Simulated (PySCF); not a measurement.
Tin: a sound run and one with changed settings

Sound run: Sn⁺ [Kr] 4d10 5s2 5p1, Sn²⁺ [Kr] 4d10 5s2. Calculation: PySCF 2.14, in cc-pVDZ-PP with ECP28MDF (4s3p2d, 23 functions); a scalar-relativistic core potential. In the sound run the correlated levels freeze 4s2 4p6 4d10 outside the core potential. The sound run starts from symmetry-adapted Hartree-Fock orbitals and uses a fine grid where one is needed.

A second run was set up differently.

```
species   method  sound run (hartree)  changed run (hartree)  converged
    Sn⁺      UHF           -213.08277             -213.08277        yes
    Sn⁺     TPSS           -213.88921             -213.88921        yes
    Sn⁺   r2SCAN           -214.05173             -214.05173        yes
    Sn⁺      MP2           -213.10933             -213.09799        yes
    Sn⁺  CCSD(T)           -213.12289             -213.12289        yes
   Sn²⁺      UHF           -212.57873             -212.57873        yes
   Sn²⁺     TPSS           -213.36831             -213.36831        yes
   Sn²⁺   r2SCAN           -213.52404             -213.52404        yes
   Sn²⁺      MP2           -212.60047             -212.59109        yes
   Sn²⁺  CCSD(T)           -212.61124             -212.61124        yes
```

Ionisation energy of Sn⁺:

| method | sound run (eV) | changed run (eV) |
| --- | --- | --- |
| UHF | 13.716 | 13.716 |
| TPSS | 14.174 | 14.174 |
| r2SCAN | 14.359 | 14.359 |
| MP2 | 13.847 | 13.794 |
| SCS-MP2 | 13.829 | 13.784 |
| CCSD | 13.913 | 13.913 |
| CCSD(T) | 13.923 | 13.923 |

Problem. What was changed?
A. basis contracted for another Hamiltonian
B. angular grid far too coarse
C. a valence shell is frozen
D. level shift left on

Solution. D. It used initial guess 1e, at most 50 SCF cycles, level shift 0.5 hartree. A level shift leaves the converged SCF energy unchanged but raises the virtual orbital energies, which shrinks MP2 if it is not removed.
